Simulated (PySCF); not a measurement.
## Shifts of the heteroatoms

Molfile (atoms numbered from 1):
```
C3H7ClO3Si
     RDKit          3D

 15 14  0  0  0  0  0  0  0  0999 V2000
   -2.6018    0.3338    0.7273 C   0  0  0  0  0  0  0  0  0  0  0  0
   -2.0657   -0.7344   -0.0256 O   0  0  0  0  0  0  0  0  0  0  0  0
   -0.7333   -1.0333    0.2616 C   0  0  0  0  0  0  0  0  0  0  0  0
    0.2731    0.0038   -0.2064 C   0  0  0  0  0  0  0  0  0  0  0  0
    0.0257    1.0543   -0.7254 O   0  0  0  0  0  0  0  0  0  0  0  0
    1.5190   -0.3953    0.0424 O   0  0  0  0  0  0  0  0  0  0  0  0
    2.8671    0.4808   -0.3792 Si  0  0  0  0  0  4  0  0  0  0  0  0
    4.3023   -0.6739    0.3725 Cl  0  0  0  0  0  0  0  0  0  0  0  0
   -2.5308    0.1276    1.8028 H   0  0  0  0  0  0  0  0  0  0  0  0
   -3.6480    0.4038    0.4386 H   0  0  0  0  0  0  0  0  0  0  0  0
   -2.0974    1.2770    0.5049 H   0  0  0  0  0  0  0  0  0  0  0  0
   -0.5064   -1.9736   -0.2505 H   0  0  0  0  0  0  0  0  0  0  0  0
   -0.5729   -1.1858    1.3427 H   0  0  0  0  0  0  0  0  0  0  0  0
    2.9382    0.5490   -1.8291 H   0  0  0  0  0  0  0  0  0  0  0  0
    2.8266    1.7743    0.2829 H   0  0  0  0  0  0  0  0  0  0  0  0
  1  2  1  0
  2  3  1  0
  3  4  1  0
  4  5  2  0
  4  6  1  0
  6  7  1  0
  7  8  1  0
  1  9  1  0
  1 10  1  0
  1 11  1  0
  3 12  1  0
  3 13  1  0
  7 14  1  0
  7 15  1  0
M  END
```

PySCF 2.14 calculation with structure optimised with GFN2-xTB and shielding tensors at PBE0/pcSseg-1 (GIAO); fast rotation and ring inversion assumed for equivalent nuclei, non-relativistic, single conformer, no solvent model.

Q: Where does ²⁹Si resonate?

A: 
| atoms | environment | σ (ppm) | δ (ppm) |
| --- | --- | --- | --- |
| Si7 | silicon bonded to Cl, O, 2 H | 361.4 | -17.1 |

Shieldings were converted by a linear fit to measured shifts: ²⁹Si: δ = 279.94 − 0.822σ (rms 8.9 ppm, 72 shifts, 25.8 ppm with the 6 outliers that the fit left out vs TMS, solution or neat liquid). A few per cent of atoms miss by over 2 rms, more outside the fitted compound classes.

On a 600 MHz spectrometer ²⁹Si resonates near 119.2 MHz, so 1 ppm is 119.2 Hz.

Q: What are the ¹⁷O shifts?

A: 
| atoms | environment | σ (ppm) | δ (ppm) |
| --- | --- | --- | --- |
| O5 | carbonyl oxygen | -122.4 | 378.2 |
| O6 | oxygen bonded to C, Si | 129.5 | 148.7 |
| O2 | ether oxygen | 321.4 | -26.0 |

Shieldings were converted by a linear fit to measured shifts: ¹⁷O: δ = 266.70 − 0.911σ (rms 10.7 ppm, 155 shifts, 12.2 ppm with the 3 outliers that the fit left out vs liquid water, solution or neat liquid). Occasional misses reach two or three times the rms, and more in compound classes unlike the fitted ones.

On a 600 MHz spectrometer ¹⁷O resonates near 81.3 MHz, so 1 ppm is 81.3 Hz.
